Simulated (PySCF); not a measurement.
silicon monoxide (OSi), singlet, geometry from GFN2-xTB. Base run: B3LYP/def2-SVP in PySCF.

Geometry (Å):
```xyz
2

Si     0.0000     0.0000    -0.5486
O      0.0000     0.0000     0.9600
```
Charge 0, spin multiplicity 1.
All else is at PySCF's defaults.
Base energy -364.58274 Eh.

Variants of this job, named by their change:

```csv
change,ΔE vs base (mEh),SCF cycles,outcome
base,0.000,9,converged
level_shift = 1.0 (with mf.max_cycle = 100),0.000,22,converged
diis = off; damp = 0.6 (with mf.diis_start_cycle = 200; with mf.max_cycle = 150),0.000,21,converged
level_shift = 0.3 (with mf.max_cycle = 100),0.000,17,converged
diis = off; damp = 0.3 (with mf.diis_start_cycle = 200; with mf.max_cycle = 150),-,150,not converged
level_shift = 0.1 (with mf.max_cycle = 100),0.000,12,converged
conv_tol_grad = 1e-7,0.000,11,converged
conv_tol = 1e-6,0.000,8,converged
conv_tol_grad = 1e-3,0.000,9,converged
diis_space = 12,0.000,9,converged
diis_space = 20,0.000,9,converged
diis_space = 4,0.000,9,converged
solver = newton,0.000,-,converged
```
